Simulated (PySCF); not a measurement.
**Mo(OH)₃, quartet: structure and spectrum**

Level of theory: UPBE0 in PySCF with Mo def2-TZVP with ECP28, O def2-TZVP, H def2-TZVP; scalar-relativistic core potentials, no spin–orbit coupling; density-fitted integrals.

The structure is a minimum.

| Item | Value |
| --- | --- |
| Point group | Cs |
| Bond lengths | Mo–O 1.894 Å (×3), O–H 0.962 Å (×3) |
| Bond angles | H–O–Mo 120.7°, H–O–Mo 121.5° (×2), O–Mo–O 119.9° (×2), O–Mo–O 120.2° |
| Rotational constants | 0.1754, 0.1735, 0.08892 cm⁻¹ |
| Rotational symmetry number | 1 |
| Lowest empty level (β) | -1.87 eV |
| Enthalpy at 298.15 K above 0 K | 18.90 kJ/mol |
| Atomisation energy without zero-point energy | 2492 kJ/mol |
| Principal polarisabilities | 44.1, 52.2, 52.6 bohr³ |
| Highest occupied level (α) | -6.13 eV |
| Zero-point energy | 104.2 kJ/mol |
| Principal quadrupole moments (Buckingham, traceless) about the centre of mass | -11.25, -1.45, 12.69 D Å |
| Dipole moment | 1.20 D |
| Spin squared ⟨S²⟩ | 3.761 |
| Heat capacity Cp at 298.15 K | 96.3 J/(mol K) |
| Entropy at 298.15 K and 1 bar (electronic part: spin only) | 341.2 J/(mol K) |

Harmonic modes (masses in u: Mo 97.905, O 15.995, H 1.008):
```csv
symmetry,ω (cm⁻¹),IR (km/mol)
a',153,4.5
a'',180,0.2
a',182,0.3
a'',386,89.8
a'',406,112
a',437,197
a'',679,212
a',684,18.0
a',687,322
a'',698,150
a',698,60.0
a',699,7.2
a',3838,115
a'',3842,92.6
a',3845,41.3
```

Charges (e):
```json
{"atom": "Mo1", "Mulliken": "1.28", "Löwdin": "0.61", "polar tensor": "1.66", "spin (Mulliken)": "3.01", "Mayer order to Mo1": "–"}
{"atom": "O2,3,4", "Mulliken": "-0.76", "Löwdin": "-0.36", "polar tensor": "-0.84", "spin (Mulliken)": "-0.02", "Mayer order to Mo1": "0.89"}
{"atom": "H5,6,7", "Mulliken": "0.33", "Löwdin": "0.16", "polar tensor": "0.28", "spin (Mulliken)": "0.02", "Mayer order to Mo1": "0.02"}
```
Other Mayer orders above 0.3: O–H 0.88 (×3).

Mulliken populations on Mo1 (electrons outside its core potential): s 2.37, p 6.19, d 4.10, f 0.05.

Other isomers or separated fragments may lie lower. Open d and f shells are described by one determinant, and the ground state may have another occupation or spin.

The final relaxation and frequency run took 5.5 min on 4 threads of a shared Arm Neoverse V1 host, with 151 basis functions and 27 gradients; the process peaked at 2.2 GiB.
